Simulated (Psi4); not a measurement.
Internal rotation in C4H12SeSi, SMILES CC(C)(C)[SiH2][SeH], singlet. Scanned: dihedral C2–Si5–Se6–H18; all other coordinates were relaxed at GFN2-xTB. Points at φ and −φ are mirror images. Heavy atoms are numbered in the order of the SMILES CC(C)(C)[SiH2][SeH], hydrogens after them in the order of the atoms that carry them; the mirror image has the same energies with the sign of each dihedral reversed.

- PBE/def2-SVP // GFN2-xTB (Psi4)
- PBE0-D3(BJ)/def2-SVP // GFN2-xTB (Psi4)
- PBE0/def2-SVP // GFN2-xTB (Psi4)
- PBE-D3(BJ)/def2-SVP // GFN2-xTB (Psi4)

Energies relative to the lowest point of each profile, in kJ/mol:

```csv
φ / °,PBE/def2-SVP,PBE0-D3(BJ)/def2-SVP,PBE0/def2-SVP
-160,5.16,4.21,4.23
-140,5.02,4.42,4.38
-120,4.03,3.82,3.72
-80,0.00,0.00,0.00
-60,0.35,0.26,0.38
-40,3.08,2.91,3.19
-20,6.66,6.26,6.68
40,3.08,2.91,3.19
60,0.35,0.26,0.38
100,1.80,1.83,1.74
120,4.03,3.82,3.72
140,5.02,4.42,4.38
```

Question: What does PBE-D3(BJ)/def2-SVP give at the same points?

Answer: -160: 5.10; -140: 5.03; -120: 4.13; -80: 0.00; -60: 0.21; -40: 2.75; -20: 6.15; 40: 2.75; 60: 0.21; 100: 1.91; 120: 4.13; 140: 5.03 (kJ/mol).
